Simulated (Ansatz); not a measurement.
Consider the formal exchange of groups at the Si–C bond: `[SiH3]C(Cl)Br` + `C[CH2][SnH2][F]` → `C[CH2][SnH2][SiH3]` + `FC(Cl)Br`.

Gas-phase electronic energies from Ansatz, PBE0-D4/def2-TZVP geometries. CCSD(T)/CBS is the MP2 limit (def2-TZVPP, def2-QZVPP) plus CCSD(T) − MP2 in def2-TZVPP, frozen cores. Functionals use def2-TZVPP. B3LYP here is the variant with VWN-RPA as its local correlation; programs differ in this. def2 core potentials past Kr. For Br, Sn outer-core shells are correlated without core-valence functions, which leaves a few kJ/mol of doubt a bond. Scalar relativity is left out up to krypton. Each species was taken in one conformer, which may not be the lowest.

| level | ΔE (kcal/mol) | difference from CCSD(T)/CBS |
| --- | --- | --- |
| PBE-D4 | 21.3 | -6.3 |
| r2SCAN-D4 | 23.9 | -3.7 |
| ωB97X-V | 25.4 | -2.2 |
| r2SCAN | 23.9 | -3.7 |
| PBE0 | 22.0 | -5.6 |
| B3LYP | 24.8 | -2.8 |
| MP2/def2-TZVPP | 27.7 | 0.1 |
| SCS-MP2/def2-TZVPP | 28.2 | 0.6 |
| CCSD/def2-TZVPP | 25.7 | -1.9 |
| SCS-MP2/def2-QZVPP | 29.7 | 2.1 |
| CCSD(T)/CBS | 27.6 | 0 |

Largest T1 diagnostic among the species: 0.012.

From PBE to PBE0 (25 % exact exchange), in def2-TZVPP and without D4, ΔE moves by +0.9 kcal/mol.
